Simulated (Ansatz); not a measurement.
Program: Ansatz. Geometries: PBE0-D4/def2-TZVP. ΔE: electronic, gas phase. CBS: MP2 limit from def2 TZ/QZ plus the TZ coupled-cluster correction, frozen cores. DFT in def2-TZVPP. Each species was taken in one conformer, which may not be the lowest.

Consider the ligand exchange at the Si–C bond: `O[SiH2]C1=NC1` + `CN[SiH2]O` → `CN([SiH2]O)[SiH2]O` + `C1=NC1`.

CCSD(T)/CBS gives -11.5 kcal/mol.

Another level gave -9.9 kcal/mol. Which?
A. PBE0/def2-TZVPP
B. B2PLYP/def2-TZVPP
C. PBE/def2-TZVPP
D. CCSD/def2-TZVPP

B. B2PLYP -9.9, PBE -7.8, CCSD/def2-TZVPP -11.4, PBE0 -9.0 kcal/mol.

Largest T1 diagnostic among the species: 0.012.

From PBE to PBE0 (25 % exact exchange), in def2-TZVPP and without D4, ΔE moves by −1.1 kcal/mol. In def2-TZVPP, CCSD(T) changes the Hartree–Fock value by −2.1 kcal/mol (the triples alone add −0.3 kcal/mol) and MP2 by −2.2 kcal/mol. The D4 term adds −2.6 kcal/mol with B3LYP and −1.4 kcal/mol with PBE0; it sums over pairs of atoms, weighted by their polarisabilities, and B3LYP, whose exchange is more repulsive, gets the larger term.

B3LYP here is the variant with VWN-RPA as its local correlation; programs differ in this.
